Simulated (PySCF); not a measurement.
PySCF input file for 2-heptanone (C7H14O), SMILES CCCCCC(C)=O, B3LYP/pcSseg-1. The structure is a stationary point at r2SCAN-D4/def2-SVP. One conformer was computed; it need not be the lowest.

```python
import numpy as np
from pyscf import gto, scf, dft
from pyscf.prop.nmr import rks as nmr

mol = gto.M(
    atom='''
    C     4.07413738    0.10301212   -0.41589311
    C     2.77839926   -0.29282621    0.28204318
    C     1.52846694    0.21447826   -0.43325364
    C     0.23029209   -0.17930381    0.26389169
    C    -1.01303251    0.32532805   -0.45145709
    C    -2.31418534   -0.03385407    0.24469613
    C    -3.58848538    0.30908176   -0.49738758
    O    -2.33125941   -0.57493826    1.33036345
    H     4.95828412   -0.27568370    0.12030465
    H     4.17093932    1.19935753   -0.48545825
    H     4.11160446   -0.29555538   -1.44348635
    H     2.72186834   -1.39358537    0.36982496
    H     2.78007918    0.08936906    1.31953742
    H     1.58115925    1.31708201   -0.52221952
    H     1.52273386   -0.16779058   -1.47261266
    H     0.22350488    0.19994842    1.30044647
    H     0.16970256   -1.27813651    0.35848737
    H    -0.99026623    1.42868993   -0.55413987
    H    -1.06136079   -0.04551648   -1.49388353
    H    -3.70825336   -0.38250986   -1.34878026
    H    -4.45259903    0.20187958    0.17104775
    H    -3.55087579    1.32646102   -0.91781299
    ''',
    basis='pcSseg-1',
    charge=0,
    spin=0,
    max_memory=1600,
    verbose=3,
)
mf = dft.RKS(mol, xc='b3lyp').density_fit(auxbasis='def2-universal-jkfit')
mf.grids.level = 3
mf.conv_tol = 1e-10
mf.max_cycle = 100
mf.kernel()
n = nmr.NMR(mf)
n.verbose = 2
n.max_cycle_cphf = 60
sigma = n.kernel()
print('atom   isotropic/ppm   span/ppm')
for i, s in enumerate(sigma):
    w = np.linalg.eigvalsh((s + s.T) / 2)
    print(f'{mol.atom_symbol(i):2s}{i + 1:3d} {w.mean():14.3f} {w[2] - w[0]:11.3f}')
```

It prints:

```
converged SCF energy = -350.380292821728
atom   isotropic/ppm   span/ppm
C   1        161.555      31.079
C   2        150.037      27.299
C   3        141.553      42.069
C   4        150.626      27.922
C   5        131.776      65.047
C   6        -33.749     214.106
C   7        148.038      59.819
O   8       -352.815    1301.459
H   9         30.121      11.365
H  10         30.439       9.335
H  11         30.444       9.381
H  12         30.074       9.096
H  13         30.053       9.217
H  14         30.367       7.668
H  15         30.346       7.850
H  16         29.800       8.745
H  17         30.100       8.225
H  18         29.239       7.537
H  19         29.077       8.062
H  20         29.260       6.295
H  21         29.479       8.209
H  22         29.156       6.006
```

Self-consistency was reached.

Cost: around 2.8 core-minutes (rough).
